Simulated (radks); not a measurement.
All-electron atom: Te III in [Kr] 4d10 5s2 5p2. All-electron calculation, Dirac Kohn-Sham, LDA (Slater exchange, Perdew-Wang correlation), spin-unpolarised, spherical densities, finite nucleus; open shells fill j = l - 1/2 first; Fermi nuclear charge, rms radius 4.7423 fm. Program: a radial shooting solver on a logarithmic mesh with Libxc functionals.

Unscreened Slater integrals over Kohn-Sham orbitals (eV). Large and small components are both included. Empty in this configuration: 5p3/2.

F0(5p1/2,5p1/2): 10.739
F0(5p1/2,5s1/2): 11.465
G1(5p1/2,5s1/2): 7.7334
F0(5p1/2,4d5/2): 13.377
G3(5p1/2,4d5/2): 1.1937
F0(5p1/2,4d3/2): 13.397
G1(5p1/2,4d3/2): 1.2828
F0(5p1/2,5p3/2): 10.546
G2(5p1/2,5p3/2): 5.6817
F0(5s1/2,5s1/2): 12.408
F0(5s1/2,4d5/2): 15.134
G2(5s1/2,4d5/2): 1.9893
F0(5s1/2,4d3/2): 15.162
G2(5s1/2,4d3/2): 1.9231
F0(5s1/2,5p3/2): 11.219
G1(5s1/2,5p3/2): 7.3541
F0(4d5/2,4d5/2): 25.228
F2(4d5/2,4d5/2): 12.708
F4(4d5/2,4d5/2): 8.4034
F0(4d5/2,4d3/2): 25.385
F2(4d5/2,4d3/2): 12.784
G2(4d5/2,4d3/2): 12.772
G4(4d5/2,4d3/2): 8.4474
F0(4d5/2,5p3/2): 12.960
F2(4d5/2,5p3/2): 3.5857
G1(4d5/2,5p3/2): 1.1575
G3(4d5/2,5p3/2): 1.0626
F0(4d3/2,4d3/2): 25.545
F2(4d3/2,4d3/2): 12.864
F0(4d3/2,5p3/2): 12.978
F2(4d3/2,5p3/2): 3.5417
G1(4d3/2,5p3/2): 1.1171
G3(4d3/2,5p3/2): 1.0333
F0(5p3/2,5p3/2): 10.367
F2(5p3/2,5p3/2): 5.6093
